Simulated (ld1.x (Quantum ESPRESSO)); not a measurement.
# Reading a pseudo-wave (silicon (Si))

Columns: radius, all-electron u(r) and pseudo u(r) of the 3s shell (level -10.77 eV) of silicon in the configuration [Ne] 3s2 3p2; PBEsol, scalar-relativistic, TM scheme, ld1.x (Quantum ESPRESSO) 7.5.

```tsv
r (bohr)	all-electron	pseudo
0.093	0.1373	0.0226
0.185	-0.0941	0.0458
0.278	-0.2747	0.0710
0.370	-0.3382	0.0987
0.463	-0.3085	0.1303
0.555	-0.2207	0.1663
0.648	-0.1013	0.2082
0.740	0.0277	0.2557
0.833	0.1563	0.3098
0.925	0.2744	0.3685
1.018	0.3804	0.4315
1.110	0.4705	0.4945
1.203	0.5467	0.5557
1.295	0.6077	0.6101
1.388	0.6560	0.6562
1.480	0.6915	0.6913
1.573	0.7161	0.7160
1.665	0.7306	0.7306
1.758	0.7367	0.7367
1.850	0.7355	0.7355
1.943	0.7281	0.7281
2.035	0.7158	0.7158
2.128	0.6992	0.6992
2.220	0.6796	0.6796
2.313	0.6573	0.6573
2.405	0.6333	0.6333
```

Question: How many radial nodes do the two functions have?

Answer: The all-electron 3s function has n − l − 1 = 2; the pseudo-wave has 0, since the states of the same l below it are removed with the core.

Question: At about which radius was the pseudo-wave matched?

Answer: 1.75 bohr. The columns agree to 0.0005 from 1.39 bohr on; several derivatives are matched, so the curves merge somewhat inside the radius.

Question: Is the pseudo-wave norm-conserving?

Answer: Yes: the TM scheme keeps the norm inside the radius equal to the all-electron one, which fixes the energy derivative of the logarithmic derivative at the level.
